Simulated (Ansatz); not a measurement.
Basis-set extrapolation for `N[Si](N)(O)O[SiH3]` (PBE0-D4/def2-TZVP geometry, frozen core, Ansatz 0.2.0). Multiplicity 1, RHF reference.

```tsv
	def2-TZVPP	def2-QZVPP
HF	-841.535691	-841.568398
MP2 correlation	-1.143745	-1.233293
CCSD(T) correlation	-1.227914	not run
```

Energies in hartree. Use E(X) = E(∞) + A·exp(−7.88·√X) for Hartree–Fock and E(X) = E(∞) + B·X^(−2.97) for correlation, with X = 3 and 4, and add CCSD(T) minus MP2 of the smaller set to the MP2 limit.

What is the CCSD(T) energy at the basis-set limit?

HF limit: -841.568398 + (-0.032707) × 0.13774 = -841.57290. MP2 limit: -1.233293 + (-0.089548) × 0.74074 = -1.29962. Higher-order term: -1.227914 − (-1.143745) = -0.08417. Total: -842.95669 hartree, 5.25 eV below CCSD(T)/def2-TZVPP.
